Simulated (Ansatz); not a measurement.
Total energies of BH$_{5}$O$_{3}$Se.

Z-matrix (Å, degrees):
```
B
O 1 1.361
O 1 1.373 2 118.6
O 1 1.369 2 115.8 3 -179.8
H 2 0.959 1 111.9 3 -1.5
H 3 0.957 1 116.1 2 178.2
H 4 0.957 1 115.4 2 -179.1
H 4 2.586 1 92.8 2 -49.8
Se 8 1.465 4 133.0 1 -27.6
H 9 1.468 8 92.0 4 -130.2
```

Charge 0, multiplicity 1. Correlated methods include outer-core shells of Se, which these sets cover unevenly. Scalar relativity is left out up to krypton. The bonds changed during the relaxation, so this is another structure than the one it started from. The geometry is a stationary point of PBE0-D4/def2-TZVP. It is one conformer, not always the lowest. Basis def2-TZVPP, the Gaussian-basis code of Ansatz.

RPA on PBE orbitals: Hartree–Fock energy of these orbitals -2652.24936 Eh, correlation -1.70037 Eh (frozen core).

| functional | energy without D4 (Eh) | D4 term (kJ/mol) |
| --- | --- | --- |
| LDA (SPW92) | -2650.01919 | – |
| PBE | -2654.70975 | -16.1 |
| revPBE | -2655.06904 | -49.9 |
| r2SCAN | -2655.21808 | -4.3 |
| r2SCAN0 | -2655.17612 | -5.0 |
| HSE06 (plane-wave form) | -2654.78542 | -12.8 |
| LC-ωPBE | -2654.87970 | – |
| ωB97M-V | -2655.13976 | – |
| B2PLYP | -2654.80984 | – |
| PBE-QIDH | -2654.44792 | – |

(1) Give the same for BLYP, B97M-V, PBE0, B3LYP, r2SCANh, BHLYP, CAM-B3LYP, ωB97X-V. (Estimate.)

B3LYP takes the VWN-RPA correlation (the form of Gaussian; ORCA's B3LYP/G). HSE06 is the plane-wave form, built on full-range PBE exchange. The double hybrids freeze the cores in their second-order part.

Answers

(1) Computed: 
| functional | energy without D4 (Eh) | D4 term (kJ/mol) |
| --- | --- | --- |
| BLYP | -2655.34011 | -35.0 |
| B97M-V | -2654.86050 | – |
| PBE0 | -2654.79421 | -13.8 |
| B3LYP | -2655.40262 | -25.6 |
| r2SCANh | -2655.20076 | -4.5 |
| BHLYP | -2655.22291 | -18.8 |
| CAM-B3LYP | -2655.39813 | -14.0 |
| ωB97X-V | -2655.05008 | – |

LC-ωPBE has ω = 0.4 bohr⁻¹.
